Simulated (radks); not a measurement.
The numbers below are computed, except where a source is named.
Ionisation of the selenium ion Se27+, [He] 2s2 2p3, to Se28+, [He] 2s2 2p2, under several functionals. Dirac Kohn-Sham, spin-unpolarised, spherical densities, finite nucleus; open shells are shared between the two j in proportion to 2j + 1; a radial shooting solver on a logarithmic mesh with Libxc functionals.

| functional | E(Se27+) (hartree) | Exc (hartree) | IE (eV) | -e(HOMO) (eV) | <r> HOMO (bohr) | IE error (eV) |
|---|---|---|---|---|---|---|
| exchange-only PBE | -1759.16376 | -40.55454 | 2977.1 | 2889.5 | 0.1615 | +13.1 |
| AM05 | -1756.87227 | -38.23596 | 2976.2 | 2888.8 | 0.1616 | +12.2 |
| HCTH/407 | -1759.18870 | -40.58901 | 2982.6 | 2895.6 | 0.1614 | +18.6 |
| OLYP | -1759.65682 | -41.05821 | 2980.2 | 2893.1 | 0.1615 | +16.2 |
| RPBE | -1759.75839 | -41.15417 | 2978.3 | 2890.9 | 0.1616 | +14.3 |
| Wu-Cohen GGA | -1758.87446 | -40.26191 | 2978.8 | 2891.2 | 0.1615 | +14.8 |

NIST Atomic Spectra Database: 2964 eV (semi-empirical). Closest: AM05. The Delta-SCF values span 6.39 eV, the total energies 2.89 hartree. The highest occupied level is 2p3/2. Spin polarisation and multiplet splitting are left out, so open shells lie too high by an amount that depends on their filling. Sharing an open shell by 2j + 1 raises it above the true ground level by a part of the spin-orbit splitting, which enters the differences from NIST.

Beside tabulated values, note that spin-unpolarised runs miss the spin-polarisation part of the exchange energy of open shells.
